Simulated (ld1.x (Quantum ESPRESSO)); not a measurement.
# What one change does to a pseudopotential (Sb, TM)

Sb (Z = 51), norm-conserving Troullier–Martins (Kleinman–Bylander form), made with ld1.x (Quantum ESPRESSO) 7.5 (LDA (PZ), non-relativistic). Core [Kr], reference 4d10 5s2 5p2 (charge +1). Waves: 5s (bound): rc 1.70 bohr; 5p (bound): rc 1.75 bohr; 4f channel at -0.1 Ry: rc 1.45 bohr; 4d (bound): rc 0.95 bohr. Local part: the d channel. Core correction: Bessel-smoothed model core inside 0.60 bohr.

Change: wave 5p (bound): rc 1.75 bohr becomes 5p (bound): rc 1.48 bohr.

Cutoffs: the cutoffs (Ry, on a coarse ladder) from which the occupation-weighted sum of valence levels, in a spherical-Bessel basis at the reference potential, stays within 10 and 1 mRy of its value at 400 Ry; they do not see the model core or the augmentation charge, which bear on the density cutoff. Errors are all-electron minus pseudo energies relative to the spin-unpolarised reference configuration.

Problem. What does the change do?

Solution. The potential gets harder (120 Ry and 160 Ry → 140 Ry and 180 Ry); both files keep a bound ghost (p, s); of the 9 tests that both files solve, the error grows in 5 and shrinks in 3 by more than 15 % and 0.3 meV (median size 2.9 → 3.6 meV). A smaller radius makes the pseudo-wave follow the all-electron one further in, where it bends more sharply, so more plane waves are needed.

```tsv
quantity	base	changed
cutoff, loose	120 Ry	140 Ry
cutoff, tight	160 Ry	180 Ry
loose cutoff by channel (10 mRy a level)	s 25 Ry, p 30 Ry, d 90 Ry	s 25 Ry, p 110 Ry, d 90 Ry
bound ghosts	s, p	s, p
error for 4d10 5s2 5p3, meV [ΔE -8.56 eV]	+1.1	-3.6
error for 4d10 5s2 5p1, meV [ΔE 16.23 eV]	+2.3	-3.4
error for 4d10 5s2 5p0, meV [ΔE 40.92 eV]	+12	-3.6
error for 4d10 5s0 5p5, meV [ΔE 5.92 eV]	-2.9	-46
error for 4d9 5s2 5p4, meV [ΔE 24.23 eV]	-286	-210
error for 4d9 5s2 5p3, meV [ΔE 34.06 eV]	-245	-233
error for 4d10 5s2 5p2.5, meV [ΔE -5.18 eV]	+0.3	-1.0
error for 4d10 5s2 5p2 (spin-polarised), meV [ΔE -0.58 eV]	+1.4	+0.1
error for 4d10 5s2 5p3 (spin-polarised), meV [ΔE -9.64 eV]	+3.6	-6.9
```

 A true bound ghost makes a file unfit for plane-wave use even where its test errors are small: the radial tests pick states by their node count and pass the ghost by.
